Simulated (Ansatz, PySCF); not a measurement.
C$_{4}$H$_{10}$S, charge +1, doublet, geometry from GFN2-xTB (a state made from the parent by changing its charge; the spin is typed, not shown lowest). Base run: HF/STO-3G (PySCF).

Geometry (Å):
```xyz
15

C      2.5917    -0.1427    -0.2410
C      1.2181     0.4678    -0.3955
S      0.0048    -0.2552     0.7215
C     -1.5286     0.5350     0.1862
C     -2.2950    -0.4005    -0.7465
H      2.9811    -0.0010     0.7650
H      3.2787     0.3329    -0.9370
H      2.5795    -1.2100    -0.4508
H      1.2422     1.5444    -0.1941
H      0.8366     0.3381    -1.4140
H     -1.3056     1.4866    -0.2932
H     -2.1132     0.7028     1.0924
H     -2.4920    -1.3604    -0.2754
H     -1.7497    -0.5673    -1.6723
H     -3.2520     0.0591    -0.9848
```
Charge +1, spin multiplicity 2.
Orbitals are unrestricted.
All else is at PySCF's defaults.

The same geometry, method and basis name were run in Ansatz (a program for electronic structure) and PySCF, at each program's defaults and at the settings that a row names. The base is PySCF at its defaults. Differences at the defaults can come from grids, fitting, cores and function types together.

| code and settings | ΔE vs base (mEh) | basis functions | E (Eh) | SCF cycles |
|---|---|---|---|---|
| PySCF, defaults (exact integrals, spherical functions) | 0.000 | 39 | -548.45238 | 14 |
| Ansatz, defaults (factorised integrals, spherical functions) | 0.019 | 39 | -548.45236 | - |
| PySCF, density fitting with def2-universal-jkfit | -0.678 | 39 | -548.45306 | 14 |
| Ansatz, high accuracy | 0.000 | 39 | -548.45238 | - |

Open shells are given as the SCF converged; they aren't shown to be the lowest states, and a large step between rows can be another state.
